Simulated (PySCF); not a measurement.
**Sulfur: a sound run and one with changed settings**

Sound run: S²⁺ [Ne] 3s2 3p2, S³⁺ [Ne] 3s2 3p1. Computed with PySCF 2.14 in cc-pVDZ-DK (4s3p1d, 18 functions), with the spin-free X2C one-electron Hamiltonian (Gaussian nucleus). In the sound run the correlated levels freeze [Ne]. The sound run starts from symmetry-adapted Hartree-Fock orbitals and uses a fine grid where one is needed.

Changed run: a valence shell is frozen. This setting is unsound on purpose.

```json
{"species": "S²⁺", "method": "MP2", "sound run (hartree)": "-397.45603", "changed run (hartree)": "-397.40908", "converged": "yes"}
{"species": "S²⁺", "method": "CCSD(T)", "sound run (hartree)": "-397.47824", "changed run (hartree)": "-397.41137", "converged": "yes"}
```

Ionisation energy of S²⁺:

```csv
method,sound run (eV),changed run (eV)
UHF,34.124,34.124
MP2,34.432,34.273
SCS-MP2,34.355,34.174
CCSD,34.456,34.335
CCSD(T),34.464,34.335
CCSDT,n/a,34.335
FCI,n/a,34.335
```

Freezing a valence shell removes pair correlation that changes on ionisation.

For comparison, NIST gives 34.86 ± 0.04 eV between the lowest levels.
